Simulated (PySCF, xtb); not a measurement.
BiCl2H3Si, SMILES [SiH3][Bi]([Cl])[Cl].

GFN2-xTB (xtb) at its own geometry gives an orbital gap of 3.54 eV and a dipole moment of 5.03 D.

Geometry: r2SCAN-D4/def2-SVP. The structure was generated by enumeration; whether it is a known compound was not checked. The def2 effective core potentials stand for the cores of Bi; spin–orbit coupling is left out.

Q: What does B3LYP/def2-TZVP (PySCF) give? (An estimate is asked for; the answer gives what the named calculation found.)

A: gap 4.54 eV (levels -7.21 and -2.67 eV), dipole 3.87 D.
